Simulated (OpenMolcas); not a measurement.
Pr4+: effect of the metal basis and ligand basis

Pr4+ with 6 ligands (chloride) in octahedral coordination (Oh) at 2.61 Å. A charge of +0.333 e stands 2.4 Å behind each ligand.

```yaml
Program: OpenMolcas
Method: "SS-CASPT2, IPEA 0.25 Eh, imaginary shift 0.1 Eh (closed shells correlated: 5s 5p and the ligand valence shells)"
Spin-orbit_coupling: state interaction with AMFI integrals over the reference wave functions
```

Fixed: active space 1 electron in 7 orbitals (4f), DKH2 Hamiltonian.

States (labels of O, the rotations of Oh). Energies in cm-1 above the lowest state or level, χT in cm3 K/mol.

| Run | Metal basis | Ligand basis | Ground state | First state of that spin | First gap with spin-orbit (degeneracies) | Width of lowest J | χT at 300 K | Cost |
| --- | --- | --- | --- | --- | --- | --- | --- | --- |
| A | ANO-RCC-VDZP | ANO-RCC-VDZP | 2A2 | 2T2 580 | 1090 (2, 4) | 1088 | 0.378 | roughly 27 core-seconds |
| B | ANO-RCC-VTZP | ANO-RCC-VTZP | 2A2 | 2T2 590 | 1140 (2, 4) | 1141 | 0.366 | roughly 4 core-minutes |

Against A, the width of the lowest J multiplet changes by +4.9 % in B.

Costs are those of the CASPT2 steps.

Roots that are degenerate in the reference are averaged as groups; the widest CASPT2 spread within a group is 190 cm-1 (the 3-fold group of multiplicity 2 near 2260 cm-1 above the lowest state of its run, B). Shifts and gaps below about the spread of the groups concerned are not significant. Over all roots computed the reference weight is 0.66 in A, 0.63 in B; a low but even weight reflects the number of correlated electrons. Splittings of an f shell from a small cluster at a set distance can be off by tens of per cent, mostly too small. No measured value stands beside these numbers; the geometry is a model, was not optimised and need not be the one that this ion takes.
